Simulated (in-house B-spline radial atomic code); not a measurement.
## LDA exchange-only excitations of Ge2+

Method: LDA exchange-only. Computed with an all-electron radial atomic-structure program (B-spline basis): linear response of the closed shell [Ar] 3d10 4s2 with the functional's adiabatic kernel; non-relativistic, point nucleus, no spin-orbit coupling, no double excitations, S, P, D and F terms only; shells from n = 2 respond. Only terms of natural parity with L up to 3 were computed.

Without relativity these are model numbers for so heavy an element.

Command:
```bash
python run_td.py task.json out
```
Settings (radii: box in bohr, nucleus in fm):
```
Z                        32
electrons                30
configuration            [Ar] 3d10 4s2
hamiltonian              nr
method                   lda,
box_radius               29.48
intervals                56
```

Time taken, with all properties: 0.7 s on 1 thread of Intel(R) Xeon(R) Platinum 8488C (Sapphire Rapids) (shared host).

The lowest states, in the order of their Tamm-Dancoff energies; the method's threshold (minus the highest occupied level) is 27.841 eV. Labels give the largest channel, * marks a mixed state, and oscillator strengths are full-response dipole values. Semilocal kernels can invert the small singlet-triplet splittings of Rydberg terms. Energies in eV:

```tsv
state	full response	Tamm-Dancoff	oscillator strength
4s → 4p 3P	7.164	7.361	-
4s → 4p 1P	11.273	11.825	1.62
4s → 5s 3S	18.310	18.322	-
4s → 4d 3D	18.583	18.619	-
4s → 5s 1S	19.060	19.083	-
4s → 4d 1D	19.508	19.517	-
4s → 5p 3P	?	?	-
4s → 5p 1P	21.115	21.170	0.00125
4s → 6s 3S	23.303	23.306	-
4s → 6s 1S	23.494	23.500	-
4s → 5d 3D	23.659	23.665	-
4s → 5d 1D	?	?	-
```

Task: Where does 4s → 5d 1D lie?

Result: At 23.849 eV in full response, 23.851 eV in Tamm-Dancoff.

Task: Where does 4s → 5p 3P lie?

Result: At 20.709 eV in full response, 20.720 eV in Tamm-Dancoff.

Task: How large is the singlet-triplet splitting of 4s → 4p (P terms) in Tamm-Dancoff?

Result: 4.46 eV, from the unrounded values.

Task: What polarisabilities and dispersion coefficient does the method give?

Result: Dipole 10.61 bohr³, quadrupole 33.07 bohr⁵, C6 41.5 hartree·bohr⁶ for two such species.
